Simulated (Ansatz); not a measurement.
`CC1[NH][AlH][O]1`, charge 0, multiplicity 1.

Give a relaxed structure at PBE0-D4/def2-TZVP (Ansatz 0.2.0). (Best estimate.)

The calculation gave: 
```xyz
11

C     1.4368    0.2381   -0.1776
C     0.1677   -0.5096    0.1510
N    -0.9497   -0.2345   -0.7633
Al   -1.8478    0.3593    0.6244
O    -0.3693   -0.0842    1.4064
H     1.8333   -0.0824   -1.1450
H     1.2348    1.3110   -0.2185
H     2.1932    0.0480    0.5869
H     0.3757   -1.5887    0.2108
H    -0.8469   -0.4153   -1.7440
H    -3.2278    0.9584    1.0690
```
This is one stationary point; other conformers may exist.
